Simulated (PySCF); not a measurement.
C2H4ClFSi2. Atoms are numbered in the order given.

```xyz
10

C      2.8521     0.8372     0.6797
C      1.9234     0.0320     0.6661
Si     0.4711    -1.0793     0.6453
F      0.5759    -2.1006    -0.6378
Si    -1.4589     0.2448     0.3985
Cl    -1.1636     1.4847    -1.2543
H      3.6752     1.5407     0.6905
H      0.4511    -1.9139     1.8936
H     -2.6894    -0.5880     0.1701
H     -1.6613     1.0952     1.6227
```

Coordinates come from a PBE-D3(BJ)/def2-SVP optimisation. The structure was generated by enumeration; whether it is a known compound was not checked. One conformer was computed; it need not be the lowest.

Level of theory: HF/pcSseg-1 (PySCF).

GIAO shieldings, no solvent; atoms listed in one row are averaged. δ = σ(ref) − σ: ¹³C against TMS (σ = 192.6 ppm); ²⁹Si against TMS (σ = 393.8 ppm); ¹⁹F against CFCl3 (σ = 238.5 ppm); ³⁵Cl against HCl (σ = 958.2 ppm); ¹H against TMS (σ = 31.99 ppm), references at their B3LYP-D3(BJ)/def2-TZVP geometries, non-relativistic (without spin–orbit terms, shifts of atoms bonded to Cl or Br come out too high).

Question: Estimate the chemical shifts. (Estimate from the structure and the level; the computed values follow.)

Answer: 
```json
[
 {"nucleus": "¹³C", "atoms": "C1", "count": "1", "δ (ppm)": "120.3"},
 {"nucleus": "¹³C", "atoms": "C2", "count": "1", "δ (ppm)": "83.3"},
 {"nucleus": "²⁹Si", "atoms": "Si3", "count": "1", "δ (ppm)": "-21.3"},
 {"nucleus": "²⁹Si", "atoms": "Si5", "count": "1", "δ (ppm)": "-26.6"},
 {"nucleus": "¹⁹F", "atoms": "F4", "count": "1", "δ (ppm)": "-175.3"},
 {"nucleus": "³⁵Cl", "atoms": "Cl6", "count": "1", "δ (ppm)": "-128.8"},
 {"nucleus": "¹H", "atoms": "H8", "count": "1", "δ (ppm)": "5.24"},
 {"nucleus": "¹H", "atoms": "H9", "count": "1", "δ (ppm)": "5.21"},
 {"nucleus": "¹H", "atoms": "H10", "count": "1", "δ (ppm)": "5.02"},
 {"nucleus": "¹H", "atoms": "H7", "count": "1", "δ (ppm)": "3.92"}
]
```
